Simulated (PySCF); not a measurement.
Molfile (atoms numbered from 1):
```
C5H4F4O2
     RDKit          3D

 15 15  0  0  0  0  0  0  0  0999 V2000
   -2.0287   -0.7108    1.8726 F   0  0  0  0  0  0  0  0  0  0  0  0
   -1.8725    0.1235    0.7691 C   0  0  1  0  0  0  0  0  0  0  0  0
   -0.4278    0.5299    0.6735 C   0  0  0  0  0  0  0  0  0  0  0  0
    0.0963   -0.1617   -0.3282 C   0  0  0  0  0  0  0  0  0  0  0  0
    1.3777   -0.2211   -0.8303 O   0  0  0  0  0  0  0  0  0  0  0  0
    2.3133    0.4981   -0.2149 C   0  0  0  0  0  0  0  0  0  0  0  0
    3.4701    0.3129   -0.8304 F   0  0  0  0  0  0  0  0  0  0  0  0
    2.0630    1.8149   -0.2243 F   0  0  0  0  0  0  0  0  0  0  0  0
    2.4856    0.1675    1.0700 F   0  0  0  0  0  0  0  0  0  0  0  0
   -0.9551   -1.0040   -0.9967 C   0  0  0  0  0  0  0  0  0  0  0  0
   -2.1596   -0.5714   -0.3881 O   0  0  0  0  0  0  0  0  0  0  0  0
   -2.5970    0.9322    0.9192 H   0  0  0  0  0  0  0  0  0  0  0  0
    0.0312    1.1973    1.3749 H   0  0  0  0  0  0  0  0  0  0  0  0
   -0.7778   -2.0717   -0.8156 H   0  0  0  0  0  0  0  0  0  0  0  0
   -1.0231   -0.8277   -2.0729 H   0  0  0  0  0  0  0  0  0  0  0  0
  1  2  1  0
  2  3  1  0
  3  4  2  0
  4  5  1  0
  5  6  1  0
  6  7  1  0
  6  8  1  0
  6  9  1  0
  4 10  1  0
 10 11  1  0
 11  2  1  0
  2 12  1  1
  3 13  1  0
 10 14  1  0
 10 15  1  0
M  END
```

In vacuum, averaged over atoms made equivalent by symmetry, fast rotation or ring inversion, no relativistic terms, one computed conformer. σ from GIAO-PBE0/pcSseg-1; coordinates at the GFN2-xTB level; PySCF 2.14.

Chemical shifts δ = σref − σ; ¹³C (σ = 186.93 ppm) and ¹H (σ = 31.72 ppm) against TMS; CFCl3 for ¹⁹F (σ = 170.95 ppm); ¹⁷O (σ = 336.08 ppm) vs H2O, all at this level.

```
   atoms  nucleus  count  Hirshfeld charge  δ (ppm)
     O11      ¹⁷O      1             -0.14     93.1
      C2      ¹³C      1              0.12    120.9
     H12       ¹H      1              0.05     6.71
      C3      ¹³C      1             -0.10    112.1
F7/F8/F9      ¹⁹F      3             -0.09    -75.8
      C6      ¹³C      1              0.32    130.1
     C10      ¹³C      1              0.01     75.4
      O5      ¹⁷O      1             -0.11        ?
     H13       ¹H      1              0.06     5.74
      C4      ¹³C      1              0.07        ?
     H15       ¹H      1              0.06        ?
      F1      ¹⁹F      1             -0.14        ?
     H14       ¹H      1              0.06     5.18
```

Estimate the values marked ?.

Answers


- C4: 162.7 ppm, alkene carbon bearing oxygen; an sp2 carbon further deshielded by the attached heteroatom
- H15: 4.80 ppm, hydrogen on an allylic sp3 CH2 bonded to O; its carbon carries O, hence the downfield position
- F1: -120.9 ppm, fluorine on an sp3 carbon
- O5: 165.2 ppm, ether oxygen

Shifts are as computed. Against solution values, carbons near 30 ppm lie about +3 ppm off and those near 130 ppm about +5 ppm. Of 1309 compounds with measured shifts, 239 miss one by over three times the rms of a fit or turn the order of signals round; such compounds aren't used in these exercises. Unscaled 19F shifts against computed CFCl3 carry errors that often reach 10 to 50 ppm. Experimental scales use liquid or dissolved standards, which lie at an offset from isolated H2O (liquid H2O: subtract about 36 ppm).
